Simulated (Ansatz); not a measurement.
Reaction (substitution at a C–Mg bond): `[CH3][Mg][O][SiH3]` + `[NH2][SnH2][OH]` → `C[NH][SnH2][OH]` + `[MgH][O][SiH3]`

Calculated with Ansatz (gas phase, PBE0-D4/def2-TZVP geometries, no zero-point term in ΔE). CBS: MP2 limit from def2 TZ/QZ plus the TZ coupled-cluster correction, frozen cores. Functionals use def2-TZVPP. B3LYP here is the variant with VWN-RPA as its local correlation; programs differ in this. Elements past krypton have def2 core potentials. For Mg, Sn outer-core shells are correlated without core-valence functions, which leaves a few kJ/mol of doubt a bond. One conformer a species, not always the lowest.

```json
{"level": "PBE-D4", "ΔE (kJ/mol)": "65.4", "difference from CCSD(T)/CBS": "-8.7"}
{"level": "r2SCAN-D4", "ΔE (kJ/mol)": "68.8", "difference from CCSD(T)/CBS": "-5.3"}
{"level": "PBE0-D4", "ΔE (kJ/mol)": "64.5", "difference from CCSD(T)/CBS": "-9.6"}
{"level": "B3LYP-D4", "ΔE (kJ/mol)": "62.5", "difference from CCSD(T)/CBS": "-11.6"}
{"level": "ωB97X-V", "ΔE (kJ/mol)": "59.9", "difference from CCSD(T)/CBS": "-14.2"}
{"level": "ωB97M-V", "ΔE (kJ/mol)": "66.2", "difference from CCSD(T)/CBS": "-7.9"}
{"level": "B2PLYP", "ΔE (kJ/mol)": "69.3", "difference from CCSD(T)/CBS": "-4.8"}
{"level": "PBE", "ΔE (kJ/mol)": "69.2", "difference from CCSD(T)/CBS": "-4.9"}
{"level": "r2SCAN", "ΔE (kJ/mol)": "69.8", "difference from CCSD(T)/CBS": "-4.3"}
{"level": "PBE0", "ΔE (kJ/mol)": "67.9", "difference from CCSD(T)/CBS": "-6.2"}
{"level": "B3LYP", "ΔE (kJ/mol)": "68.6", "difference from CCSD(T)/CBS": "-5.5"}
{"level": "HF/def2-TZVPP", "ΔE (kJ/mol)": "55.9", "difference from CCSD(T)/CBS": "-18.2"}
{"level": "MP2/def2-TZVPP", "ΔE (kJ/mol)": "72.0", "difference from CCSD(T)/CBS": "-2.1"}
{"level": "SCS-MP2/def2-TZVPP", "ΔE (kJ/mol)": "66.6", "difference from CCSD(T)/CBS": "-7.5"}
{"level": "CCSD/def2-TZVPP", "ΔE (kJ/mol)": "66.2", "difference from CCSD(T)/CBS": "-7.9"}
{"level": "CCSD(T)/def2-TZVPP", "ΔE (kJ/mol)": "66.8", "difference from CCSD(T)/CBS": "-7.3"}
{"level": "HF/def2-QZVPP", "ΔE (kJ/mol)": "55.9", "difference from CCSD(T)/CBS": "-18.2"}
{"level": "MP2/def2-QZVPP", "ΔE (kJ/mol)": "76.2", "difference from CCSD(T)/CBS": "2.1"}
{"level": "SCS-MP2/def2-QZVPP", "ΔE (kJ/mol)": "70.5", "difference from CCSD(T)/CBS": "-3.6"}
{"level": "HF/CBS(def2)", "ΔE (kJ/mol)": "55.9", "difference from CCSD(T)/CBS": "-18.2"}
{"level": "MP2/CBS(def2)", "ΔE (kJ/mol)": "79.3", "difference from CCSD(T)/CBS": "5.2"}
{"level": "CCSD/CBS(def2)", "ΔE (kJ/mol)": "73.4", "difference from CCSD(T)/CBS": "-0.7"}
{"level": "CCSD(T)/CBS", "ΔE (kJ/mol)": "74.1", "difference from CCSD(T)/CBS": "0"}
```

Largest T1 diagnostic among the species: 0.013.

In def2-TZVPP, CCSD(T) changes the Hartree–Fock value by +10.9 kJ/mol (the triples alone add +0.6 kJ/mol) and MP2 by +16.1 kJ/mol. The D4 term adds −6.2 kJ/mol with B3LYP and −3.4 kJ/mol with PBE0; it sums over pairs of atoms, weighted by their polarisabilities, and B3LYP, whose exchange is more repulsive, gets the larger term.
